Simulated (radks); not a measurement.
Problem. These are the eigenvalues of the occupied orbitals of an atom or ion with whole-number occupations (eV). Method: scalar-relativistic Kohn-Sham, PBEsol, spin-polarised, spherical densities, finite nucleus; Fermi nuclear charge, rms radius of each element as measured or else 0.836 A^(1/3) + 0.57 fm; computed with a radial shooting solver on a logarithmic mesh with Libxc functionals.

1s down: -86470.69
1s up: -86470.67
2s up: -16151.55
2s down: -16151.20
2p up: -14027.15
2p down: -14026.88
3s up: -4551.206
3s down: -4543.105
3p up: -3938.908
3p down: -3930.653
3d up: -3304.229
3d down: -3297.876
4s up: -1671.014
4s down: -1658.890
4p up: -1461.408
4p down: -1449.884
4d up: -1219.462
4d down: -1208.068
4f up: -959.5270

Which element is it, and in what charge state? The configuration may be excited. Open shells, if any, are filled with parallel spins first.

Solution. Z = 81, thallium, charge +28: Tl28+ in [Kr] 4d10 4f7. The list shows which subshells hold electrons but not how many an open one holds; the 1s level, -3177.7 hartree, gives Z - s = 79.7 by -(Z - s)^2/2, which with screening and relativity narrows Z to a few neighbours, and the depths of the outer levels then fix element, charge and occupations together.
